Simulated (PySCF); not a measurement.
# Spinor energies of Cr (chromium, neutral)

Start: [Ar] 3d4 4s1 4p1; 3d5/2 filled at m_j = -1/2, +1/2, +3/2, +5/2; 4s1/2 filled at m_j = +1/2; 4p3/2 filled at m_j = +3/2. Calculated with PySCF 2.14 in x2c-TZVPall-2c with one added diffuse shell each of s, p, d type (7s8p5d1f, 63 functions): generalised Hartree-Fock with the X2C-1e Hamiltonian and a Gaussian nucleus; one run each with spin-orbit coupling (SO) switched off, then screened by Boettger's factors. This is a chosen level, not necessarily the ground level.

| spinor shell | electrons | ε, spin-free (eV) | ε, screened SO (eV) | weight of nominal j (screened SO) | rms radius, screened SO (bohr) |
| --- | --- | --- | --- | --- | --- |
| 1s1/2 | 2 | -6048.3 | -6048.2 | 1.000 | 0.0734 |
| 2s1/2 | 2 | -729.88 | -729.89 | 1.000 | 0.316 |
| 2p1/2 | 2 | -611.07 | -617.02 | 0.986 | 0.285 |
| 3s1/2 | 2 | -97.632 | -97.651 | 1.000 | 0.963 |
| 3p3/2 | 4 | -62.441 | -62.755 | 0.833 | 1.04 |
| 3p1/2 | 2 | -62.441 | -61.884 | 0.665 | 1.04 |
| 3d5/2 | 4 | -16.296 | -16.304 | 0.693 | 1.41 |
| 4s1/2 | 1 | -9.191 | -9.197 | 0.998 | 3.47 |
| 4p3/2 | 1 | -5.039 | -5.024 | 1.000 | 4.46 |

Q: Where does 2p3/2 lie, and what is the 2p spin-orbit splitting (screened SO)?

A: At -608.18 eV, 8.839 eV above 2p1/2.

```csv
quantity,spin-free,screened SO
E (hartree),-1049.56508,-1049.57504
M_J,6,6
⟨J²⟩,42.015,42.016
⟨L²⟩,12.015,12.018
⟨S²⟩,12.000,11.999
```

Each row is a mean over spinors that exchange with the open shell spreads, by up to 12.695 eV (3p3/2).

Rows whose weight is well below 1 are mixtures of j = l ± 1/2: exchange outweighs spin-orbit coupling there, and the label is only the starting occupation.

Without spin-orbit coupling the j labels of p, d and f shells carry no meaning; the spin-free column gives the mean over the occupied spinors of each nl shell.
